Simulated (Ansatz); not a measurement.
CH$_{5}$FOSi, SMILES `OC[SiH2]F`, 9 atoms. The species carries charge 0 and has multiplicity 1. All runs use 2 threads of an Arm Neoverse V1 on a shared host. Correlated methods freeze the cores.

Problem. How many basis functions does each run have, and how long does it take in Ansatz? RKS ωB97M-V/def2-QZVPP energy; RKS PBE0-D4/def2-TZVP relaxation (9 steps); direct RPA on PBE orbitals/def2-TZVPP energy; RKS PBE0-D4/def2-QZVPP energy; RHF-MP2/def2-QZVPP energy; RKS B2PLYP (frozen core)/def2-TZVPP energy; RKS BHLYP-D4/def2-TZVPP energy; RKS PBE0-D4/def2-SVP energy; RKS PBE-D4/def2-TZVPP energy and forces; RKS B97M-V/def2-TZVPP energy; RHF-CCSD(T)/def2-TZVPP energy; RHF-CCSD(T)/def2-SVP energy. (Best estimate.)

Solution. The calculation gave: Other jobs shared the machine, so times are rough.

| level | job | functions | wall time | peak host memory (GiB) |
| --- | --- | --- | --- | --- |
| RKS PBE0-D4/def2-SVP | energy | 85 | 1.1 s | 0.15 |
| RKS PBE-D4/def2-TZVPP | energy and forces | 205 | 2.9 s | 0.22 |
| RHF-CCSD(T)/def2-SVP | energy | 85 | 3.4 s | 0.27 |
| RKS BHLYP-D4/def2-TZVPP | energy | 205 | 3.4 s | 0.4 |
| RKS B2PLYP (frozen core)/def2-TZVPP | energy | 205 | 6 s | 0.43 |
| direct RPA on PBE orbitals/def2-TZVPP | energy | 205 | 6.5 s | 0.38 |
| RKS PBE0-D4/def2-QZVPP | energy | 391 | 9 s | 1 |
| RKS B97M-V/def2-TZVPP | energy | 205 | 12 s | 0.28 |
| RHF-MP2/def2-QZVPP | energy | 391 | 23 s | 1.8 |
| RKS ωB97M-V/def2-QZVPP | energy | 391 | 23 s | 1.2 |
| RKS PBE0-D4/def2-TZVP | relaxation (9 steps) | 160 | 35 s | 0.32 |
| RHF-CCSD(T)/def2-TZVPP | energy | 205 | 96 s | 2.7 |
